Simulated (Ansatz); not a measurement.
Born–Oppenheimer molecular dynamics of BClF2H2 (6 atoms, charge 0, multiplicity 1). It starts at the highest image of a converged band. Of that band: Neighbouring images differ by up to 1.4 eV, so the band resolves the path poorly. A vibrational analysis at the climbing image gives one clearly imaginary mode, 1465i cm⁻¹: a first-order saddle point.

Method: RHF/def2-SVP in Ansatz.

- ensemble: NVE (velocity Verlet)
- time step: 0.5 fs
- steps asked: 200
- starting velocities drawn for: 300 K
- seed: 6737

First frame:

```xyz
6
Properties=species:S:1:pos:R:3
B 0.016 -0.280 0.038
Cl 0.002 0.126 2.118
F 1.151 0.136 -0.465
F -1.135 0.079 -0.470
H 0.048 -1.579 0.290
H 0.036 -1.152 1.216
```

(1) How far do the bonds stretch over the last three quarters of this one trajectory? (Pairs bonded in most of those frames.)

Results:

(1) 
```
  bond  mean (Å)  spread (Å)  shortest  longest
B1–Cl2     1.780       0.101      1.60     1.94
 B1–F3     1.305       0.047      1.23     1.39
 B1–F4     1.302       0.039      1.23     1.37
 H5–H6     0.755       0.027      0.72     0.79
```

Mean temperature of the second half: 3511 K. The conserved energy stayed within 0.38 meV per atom of its start (net change -0.18 meV per atom), so the integration is sound. The kinetic energy rose, since the run started high on the potential surface and went downhill. It ends in pieces (BClF2 + H2), so much of that is their flight and rotation, not heat. A run of 0.1 ps of so small a system gives no equilibrium averages. The orbitals stay closed-shell, which can raise the energy where a bond breaks towards radicals; this wasn't checked here.

The run took 100 s on 1 thread of Arm Neoverse V2 (shared host), peak memory 0.11 GiB.
